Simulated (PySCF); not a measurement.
1-bromo-1-fluorocyclopropane (C₃H₄BrF), SMILES FC1(Br)CC1.

Geometry optimised at B3LYP-D3(BJ)/def2-SVP.

Computed with PBE/def2-TZVP in PySCF.

Symmetry labels are those of the subgroup Cs that the program uses (full group Cs).

Computed valence orbital energies around the gap with their symmetry:
| orbital | symmetry | energy (eV) |
|---|---|---|
| HOMO−7 | A" | -11.29 |
| HOMO−6 | A' | -10.75 |
| HOMO−5 | A' | -9.87 |
| HOMO−4 | A" | -9.55 |
| HOMO−3 | A" | -7.95 |
| HOMO−2 | A' | -7.82 |
| HOMO−1 | A' | -7.10 |
| HOMO | A" | -6.49 |
| LUMO | A' | -1.35 |
| LUMO+1 | A' | 0.76 |
| LUMO+2 | A' | 0.77 |
| LUMO+3 | A" | 1.19 |
